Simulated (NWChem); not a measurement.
System: boron monoxide dimer (B$_{2}$O$_{2}$); SMILES O=BB=O

NWChem input:

```
start job
memory heap 200 mb stack 900 mb global 1100 mb
geometry units angstroms
  O      0.000000     0.000000    -2.025435
  B      0.000000     0.000000    -0.826223
  B      0.000000     0.000000     0.826223
  O      0.000000     0.000000     2.025435
end
basis spherical
  * library 3-21g
end
dft
  xc hfexch
  iterations 150
end
driver
  maxiter 120
end
task dft optimize
task dft freq
```

The level has its own optimisation; frequencies are unscaled.

Predict the main results of this run. (Hartree-Fock/3-21G.) Quantities: r B–O (Å); r B–B (Å); highest harmonic frequency (cm⁻¹); lowest (cm⁻¹); zero-point energy (kcal/mol).


- r B–O (Å) = 1.209
- r B–B (Å) = 1.623
- highest harmonic frequency (cm⁻¹) = 2259
- lowest (cm⁻¹) = 261
- zero-point energy (kcal/mol) = 9.5
